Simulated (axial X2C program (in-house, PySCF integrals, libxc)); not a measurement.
## Spin–orbit effects down a group: molecules with Li (ions), PBE0

Calculated with an in-house all-electron X2C program for linear molecules (integrals from PySCF), spin-free (one-electron X2C) or two-component (2c: spin–orbit coupling with atomic mean-field Coulomb and Gaunt terms, which also bring small scalar terms), in Dyall basis sets with cores contracted in-house; open shells are unrestricted.

Basis sets: Hf dyall-cv3z, Li dyall-cv3z, Ti dyall-cv3z, Zr dyall-cv3z.

```
molecule  spin-free state  Re (Å)  ωe (cm⁻¹)  De (eV)  2c state  Re 2c (Å)  ωe 2c (cm⁻¹)  De 2c (eV)
   LiTi⁺   M_S = 1, Λ = 2   3.042      259.8     1.18     Ω = 1      3.042         259.7         n/a
   LiZr⁺   M_S = 1, Λ = 2   3.130      265.8     1.26     Ω = 1      3.130         265.7         n/a
   LiHf⁺   M_S = 1, Λ = 2   3.085      267.0     1.16     Ω = 1      3.079         266.4         n/a
```

Q: Work out the shifts from the spin-free to the two-component result.

A: 

```json
{"molecule": "LiTi⁺", "2c state": "Ω = 1", "ΔRe (Å)": "0.000", "Δωe (cm⁻¹)": "-0.1", "ΔDe (eV)": "n/a"}
{"molecule": "LiZr⁺", "2c state": "Ω = 1", "ΔRe (Å)": "0.000", "Δωe (cm⁻¹)": "-0.1", "ΔDe (eV)": "n/a"}
{"molecule": "LiHf⁺", "2c state": "Ω = 1", "ΔRe (Å)": "-0.006", "Δωe (cm⁻¹)": "-0.6", "ΔDe (eV)": "n/a"}
```

Shifts of one unit in the last digit are rounding.

Fragments in 2c: Ti + Li+, Zr + Li+, Hf + Li+. Each entry is the lowest single determinant of a limited PBE0 search at one distance. De goes to single-determinant-based atoms at the same level (for ions the charge split of lowest energy) and is withheld (n/a) where an atom does not fit its ground term or J level. Main or longest-lived isotopes. One determinant is a doubtful description, or other states lie close, for LiTi⁺, LiZr⁺, LiHf⁺; these need not be ground states, and all values refer to the states named. With several unpaired electrons the Ω given is that of one determinant, not necessarily of the lowest component. The functionals have no current term, which raises determinants with orbital currents.
